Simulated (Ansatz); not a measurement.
Species: sum formula H9Si3NO, charge 0, multiplicity 1. 
Structure (B3LYP-D3(BJ)/def2-TZVP (Ansatz, a program for electronic structure) minimum search):
```
Si
O 1 1.6367
Si 2 1.6334 1 153.11
N 1 1.7161 2 112.32 3 -160.93
H 4 1.0115 1 115.31 2 87.68
Si 4 1.7331 5 115.94 1 172.16
H 1 1.4761 2 107.96 3 79.95
H 6 1.4789 4 106.87 5 179.45
H 3 1.4790 2 108.65 1 163.35
H 1 1.4797 7 112.05 2 118.99
H 3 1.4813 9 109.39 2 -120.32
H 3 1.4824 9 109.39 11 -119.27
H 6 1.4829 8 109.85 4 120.65
H 6 1.4838 8 109.26 13 117.62
```
Charge 0, spin multiplicity 1.

Wanted: vertical triplet-singlet gap (E(triplet) - E(singlet); each state is the SCF solution reached for its spin), in kJ/mol. Valence correlation only, unless marked. UHF or UKS for open shells. Spin-orbit coupling is left out. Non-relativistic. Basis-set limits of correlation are two-point, X^-3; Hartree-Fock from the larger set. The bracket is a focal-point correction in the basis named.

RI-MP2/CBS(aug-cc-pV(T+d)Z,aug-cc-pV(Q+d)Z)+[CCSD(T)-MP2]/aug-cc-pV(T+d)Z (Ansatz) gives 615.1 kJ/mol.

Another calculation gave 604.6 kJ/mol. Which level was it?
A) B2PLYP/def2-TZVPD (Ansatz)
B) r2SCAN/def2-TZVPD (Ansatz)
C) PBE0/def2-TZVPD (Ansatz)
D) wB97M-V/def2-TZVPD (Ansatz)

A, B2PLYP/def2-TZVPD (Ansatz). The others give 619.0 (wB97M-V), 561.0 (r2SCAN), 576.6 (PBE0) kJ/mol.
